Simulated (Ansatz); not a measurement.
Saddle point of GeH$_{4}$SO, closed shell (GeH₄SO ([OH][GeH2][SH]) → GeH₂O ([O][GeH2]) + H₂S (still joined by a long Ge–S bond); bonds formed: S2–H4; bonds broken: O3–H4; bonds weakened to dative contacts: Ge1–S2), PBE0-D4/def2-TZVP structure:

```xyz
7
angstrom
Ge -0.5455 0.2988 0.7647
S 1.1894 0.1214 -1.1287
O -1.6224 -0.2552 -0.3831
H -0.1592 -0.1867 -1.4064
H -0.4020 1.7914 1.1334
H 0.0674 -0.6109 1.8535
H 1.4724 -1.1587 -0.8335
```

Energies are electronic, without zero-point energy. Barriers and step energies count from the start structure reached by relaxing down the imaginary mode; all methods use the PBE0-D4 structures, on which another method's saddle can fall below an end. Ansatz 0.2.0; basis: def2-TZVPP, with def2-QZVPP for the basis limit; cores frozen in the correlated methods. Filled d shells of the heavier atoms are correlated. The def2 sets are not built for correlating such inner shells, so the correlated values are less sure here. B3LYP uses VWN-RPA correlation. Extrapolation: Hartree–Fock as exp(−7.88 √X), correlation as X^−2.97.

```
      method  barrier (eV)  step energy (eV)
       SPW92         2.184             2.274
      PBE-D4         2.192             2.141
     BLYP-D4         2.161             2.026
   r2SCAN-D4             ?             2.322
      B97M-V         2.456             2.332
     PBE0-D4         2.498             2.429
    B3LYP-D4         2.421             2.282
  r2SCAN0-D4         2.620             2.533
    BHLYP-D4         2.743             2.579
CAM-B3LYP-D4         2.548             2.414
     wB97X-V         2.595             2.462
     wB97M-V         2.563             2.443
      B2PLYP             ?             2.300
    PBE-QIDH             ?             2.526
  RPA on PBE         2.442             2.269
          HF         3.134             2.840
         MP2         2.494             2.380
        CCSD         2.684             2.517
     CCSD(T)         2.549             2.412
```

Fill in the withheld barriers. (An estimate is asked for; the value comes from the calculation.)

The calculation gives: PBE-QIDH 2.616; B2PLYP 2.446; r2SCAN-D4 2.401 eV. Each is the energy of the saddle less that of the start structure, by the same method.

For comparison, the barrier by CCSD(T) at an estimated basis limit (MP2 extrapolated from triple and quadruple zeta, plus CCSD(T) − MP2 in triple zeta) is 2.514 eV.

No T1 diagnostic of these runs exceeds 0.020.

Labels in which every atom is bracketed show which atoms are joined, not bond orders.

For scale, one of the runs: CCSD(T)/def2-TZVPP, 177 basis functions, launched by `ansatz run in.yaml --threads 2 --pin off --events-out ev --progress --plain --max-ram 4352MiB`. The run took 37 s on 2 CPU threads of an Intel Xeon Platinum 8375C (shared host), with 1.6 GiB of host memory at its peak.
